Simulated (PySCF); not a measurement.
# BeSn⁻ at UHF

Level: UHF. PySCF, scalar-relativistic core potentials, basis sets Be def2-SVPD, Sn def2-SVPD with ECP28.

* state: ⁴Σ⁻ (quartet), unpaired electrons σ ↑, π ↑↑
* bond length: 2.459 Å
* harmonic wavenumber: 365 cm⁻¹
* force constant: 0.659 mdyn/Å
* rotational constant Be: 0.3327 cm⁻¹
* anharmonicity ωexe: 9.11 cm⁻¹
* vibration–rotation constant αe: 0.00699 cm⁻¹
* bond order (Mayer): 1.31
* dipole moment (positive dipole points towards Sn; it is taken about the centre of mass and depends on that origin): 3.38 D

Spin–orbit coupling is left out, which matters for elements this heavy, above all for dissociation energies. Hartree–Fock leaves out correlation, which carries a large part of most bond energies and some tenths to 1 eV of ionisation energies. The state is the lowest determinant that a PBE0 search found; another state may lie lower at other levels.
